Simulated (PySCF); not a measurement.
C2H4BFO2, SMILES CC(=O)B(O)F. Geometry optimised at PBE-D3(BJ)/def2-SVP. This is a generated structure with no PubChem entry under its InChIKey; it may be hypothetical. The values are those of a single conformer.

All values below come from PBE-D3(BJ)/def2-SVP (PySCF).

Harmonic wavenumbers (cm⁻¹): 88, 133, 172, 325, 330, 426, 530, 634, 675, 775, 928, 952, 1020, 1144, 1295, 1356, 1371, 1380, 1486, 1701, 2964, 3043, 3099, 3512. Rotational constants (GHz): 5.068, 3.073, 1.936; symmetry number 1.

Work out the zero-point energy and the ideal-gas rigid-rotor harmonic-oscillator thermochemistry at 298.15 K and 1 atm.

ZPE = ½ Σ hcν = ½ × 29338 cm⁻¹ = 41.94 kcal/mol. H − E(el) = 46.72 kcal/mol. Entropy in cal/(mol K): translation 39.40, rotation 26.77, vibration 14.48, total 80.65. G − E(el) = 22.68 kcal/mol. Cp = 24.19 cal/(mol K). Modes under 150 cm⁻¹ make the vibrational entropy uncertain.
